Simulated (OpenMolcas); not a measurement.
Computed levels of 3d5 in ions with 23 electrons, in cm-1 above 6S 5/2.

```
Program             : OpenMolcas
Method              : MS-CASPT2, IPEA 0.25 Eh, imaginary shift 0.1 Eh
Basis               : ANO-R3
Scalar Hamiltonian  : X2C, finite nucleus
Spin-orbit coupling : RASSI with atomic mean-field integrals over the reference wave functions, term energies averaged over their components
```

Active space for each ion: 5 electrons in 5 orbitals (3d); closed shells correlated by CASPT2: 3s 3p.

| Level | Cr+ | Mn2+ | Co4+ | Ni5+ | Cu6+ |
| --- | --- | --- | --- | --- | --- |
| 4G 5/2 | 21040 | 27230 | 37990 | 42840 | 47440 |
| 4G 7/2 | 21040 | 27250 | 38040 | 42920 | 47570 |
| 4G 11/2 | 21050 | 27260 | 38060 | 42940 | 47610 |
| 4G 9/2 | 21050 | 27260 | 38070 | 42970 | 47650 |
| 4P 5/2 | 22650 | 29930 | 41870 | 47160 | 52100 |
| 4P 3/2 | 22670 | 29970 | 42000 | 47360 | 52400 |
| 4P 1/2 | 22690 | 30010 | 42150 | 47600 | 52760 |
| 4D 7/2 | 25310 | 32870 | 45610 | 51380 | 56900 |
| 4D 1/2 | 25330 | 32910 | 45750 | 51610 | 57260 |

Estimate 4G 5/2, 4G 7/2 for Fe3+ from its neighbours Mn2+ and Co4+.

4G 5/2 is another term, which grows about linearly with the charge: (27230 + 37990) / 2 = 32610. The calculation gives 32860, so the estimate is off by -0.8 %.
4G 7/2 is another term, which grows about linearly with the charge: (27250 + 38040) / 2 = 32645. The calculation gives 32890, so the estimate is off by -0.7 %.

Term energies are means over components that CASPT2 splits; among the terms shown or strongly mixed into the levels shown the widest spread is 460 cm-1 (3d5 4G, Cr+). Some high roots are left out of the spin-orbit mixing, which shifts the levels that they would mix with (holds for Cr+). Blocks of more than 70 roots (2S+1 = 2 even) ran without multistate coupling (holds for Mn2+; Fe3+; Co4+; Ni5+; Cu6+). Levels of configurations outside the active space are missing.
